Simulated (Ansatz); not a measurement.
`[CH3][Ge]([F])([F])[Cl]` + acetylene → `C#[C][Ge]([F])([F])[Cl]` + CH₄  (formal exchange of groups at a Ge–C bond)

Program: Ansatz. Geometries: PBE0-D4/def2-TZVP. ΔE: electronic, gas phase. CBS: MP2 limit from def2 TZ/QZ plus the TZ coupled-cluster correction, frozen cores. This one scheme is used for every species. DFT in def2-TZVPP. B3LYP here is the variant with VWN-RPA as its local correlation; programs differ in this. For Ge outer-core shells are correlated without core-valence functions, which leaves a few kJ/mol of doubt a bond. Scalar relativity is left out up to krypton.

`[CH3][Ge]([F])([F])[Cl]`:

```xyz
8

C     0.684   -0.803    0.291
Ge   -0.502    0.595   -0.266
F     0.329    1.806   -1.160
F    -1.700    0.010   -1.352
Cl   -1.526    1.583    1.305
H     1.144   -1.247   -0.591
H     1.453   -0.385    0.940
H     0.118   -1.560    0.833
```

`C#C`:

Cartesian coordinates in Å:
```
C -0.350 0.061 -0.482
C 0.350 -0.061 0.482
H -0.972 0.170 -1.339
H 0.972 -0.170 1.339
```

`C#[C][Ge]([F])([F])[Cl]`:

```xyz
7

C    -1.220   -1.665    0.005
C    -0.485   -0.713    0.004
Ge    0.633    0.780    0.001
F     1.742    0.690   -1.297
F     1.590    0.809    1.417
Cl   -0.393    2.611   -0.137
H    -1.868   -2.512    0.006
```

CH₄:

Z-matrix (Å, degrees):
```
C
H 1 1.090
H 1 1.090 2 109.5
H 1 1.090 2 109.5 3 -120.0
H 1 1.090 2 109.5 3 120.0
```

| level | ΔE (eV) |
| --- | --- |
| PBE0-D4 | -0.04 |
| ωB97M-V | -0.03 |
| revPBE | -0.05 |
| B3LYP | -0.05 |
| LC-ωPBE | -0.02 |
| RPA@PBE/def2-TZVPP | -0.13 |
| CCSD/def2-TZVPP | -0.10 |
| HF/def2-QZVPP | -0.10 |

(1) What does CCSD(T)/CBS give? (Best estimate.)

Largest T1 diagnostic among the species: 0.013.

Results:

(1) Computed: -0.04 eV. The listed levels differ from it by 0.00, 0.01, -0.01, -0.01, 0.02, -0.09, -0.06, -0.06 eV.

At CCSD(T), def2-SVP lies −0.13 eV from the extrapolated value and def2-TZVPP −0.07 eV. Leaving LDA and LC-ωPBE aside and taking each functional with its dispersion term where it has one, the values, not all of them listed here, spread over 0.08 eV, from B97M-V to ωB97M-V. LDA lies +0.05 eV from PBE without D4.
